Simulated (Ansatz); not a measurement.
`[CH3][SnH2][GaH2]` + H–F → `[F][GaH2]` + `[CH3][SnH3]` at 700 K and 1 bar (cleavage of the Ga–Sn bond).

Isolated molecules relaxed with PBE0-D4/def2-TZVP in Ansatz; ΔE leaves out vibrations. CBS: MP2 limit from def2 TZ/QZ plus the TZ coupled-cluster correction, frozen cores. This one scheme is used for every species. def2 core potentials past Kr. For Ga, Sn outer-core shells are correlated without core-valence functions, which leaves a few kJ/mol of doubt a bond. Scalar relativity is left out up to krypton.

| species | CCSD(T)/CBS energy (Eh) | H − E (kJ/mol) | S (J/(mol·K)) |
| --- | --- | --- | --- |
| `[CH3][SnH2][GaH2]` | -2180.20945 | 244.1 | 498.6 |
| H–F | -100.39570 | 45.2 | 198.5 |
| `[F][GaH2]` | -2024.95631 | 74.9 | 302.8 |
| `[CH3][SnH3]` | -255.66383 | 202.9 | 368.5 |

H − E and S are ideal-gas, rigid-rotor, harmonic terms from PBE0-D4/def2-TZVP. 1 Eh = 2625.50 kJ/mol, R = 8.31446 J/(mol·K).

Problem. By hand: ΔE, ΔH, ΔS and ΔG.

Solution. ΔE = (-2024.95631) + (-255.66383) − (-2180.20945) − (-100.39570) = -0.01499 Eh = -39.4 kJ/mol. Δ(H − E) = 74.9 + 202.9 − 244.1 − 45.2 = -11.5, so ΔH = -50.9 kJ/mol. ΔS = 302.8 + 368.5 − 498.6 − 198.5 = -25.8 J/(mol·K). ΔG = -50.9 − 700 × (-25.8)/1000 = -32.8 kJ/mol.

Problem. By hand: the equilibrium constant, and the temperature at which ΔG would vanish if ΔH and ΔS stayed fixed.

Solution. log₁₀ K = −ΔG/(RT ln 10) = 2.4. ΔG = 0 at ΔH/ΔS = 1973 K.

TΔS isn't small against ΔH here. A doubt of 5 kJ/mol in ΔE shifts log₁₀ K by 0.4 here. Modes under 60 cm⁻¹, often nearly free rotors, make the harmonic entropy too high. These are equilibria of isolated gas molecules and say nothing of rates. Largest T1 diagnostic: 0.014 (customary marks: 0.02 for closed shells, 0.045 for open ones).
